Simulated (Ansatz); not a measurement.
Relaxation of C₂H₅AlO₃ (11 atoms, charge 0, multiplicity 1), to a largest force component of 0.02 eV/Å in at most 40 steps.

The calculation used RKS PBE0-D4/STO-3G (Ansatz).

```xyz
11
Properties=species:S:1:pos:R:3:forces:R:3
O 1.982 -1.271 -1.082 1.14 0.11 -3.24
C 1.549 -1.301 0.062 -1.90 1.08 1.97
Al 0.087 -0.112 0.687 -0.32 -0.02 2.14
O -0.384 -0.214 2.435 0.93 0.42 -2.28
C -0.713 1.198 -0.565 1.62 1.26 4.53
O -1.316 0.560 -1.626 -4.15 -0.82 -1.83
H 2.030 -2.014 0.742 0.42 -0.86 1.18
H -1.150 -0.876 2.406 -0.37 -0.28 0.01
H -1.487 1.783 0.053 0.79 -0.71 -1.35
H 0.056 1.927 -0.883 0.02 0.38 0.00
H -0.590 0.264 -2.209 1.83 -0.56 -1.13
```

Task: Where does it end, and by what steps?

Result: It converged. Limits of this set-up: minimal basis. After 28 steps the energy has fallen by 1.142 eV; H8 moved furthest, 1.08 Å.

```csv
step,energy less start (eV),largest force component (eV/Å),accepted
0,0.0000,4.527,yes
1,-0.4963,1.378,yes
2,-0.4737,2.017,no
3,-0.5934,0.503,yes
4,-0.6387,0.774,yes
5,-0.6986,1.915,yes
6,-0.8203,1.042,yes
7,-0.9275,0.677,yes
8,-0.9784,0.557,yes
9,-0.9671,0.726,no
10,-0.9967,0.105,yes
11,-0.9974,0.109,yes
12,-0.9979,0.049,yes
13,-0.9986,0.059,yes
14,-0.9994,0.082,yes
15,-1.0004,0.146,yes
16,-1.0006,0.206,yes
17,-1.0026,0.129,yes
18,-1.0051,0.101,yes
19,-1.0203,0.330,yes
20,-1.0573,0.583,yes
21,-1.1015,0.483,yes
22,-1.0602,0.737,no
23,-1.1288,0.420,yes
24,-1.1368,0.502,yes
25,-1.1397,0.134,yes
26,-1.1399,0.122,yes
27,-1.1396,0.207,no
28,-1.1421,0.016,yes
```

```xyz
11
Properties=species:S:1:pos:R:3
O 1.429 -1.077 -1.391
C 1.332 -1.237 -0.136
Al -0.007 -0.198 0.801
O -0.304 -0.490 2.440
C -0.777 1.030 -0.458
O -0.710 0.490 -1.824
H 2.056 -1.967 0.334
H -1.040 0.147 2.723
H -1.840 1.263 -0.259
H -0.258 2.015 -0.396
H 0.183 -0.032 -1.813
```

Whether the end is a true minimum wasn't checked by a vibrational analysis.

The run took 2.2 min on 1 thread of Arm Neoverse N1, with other jobs on the host, peak memory 0.12 GiB.
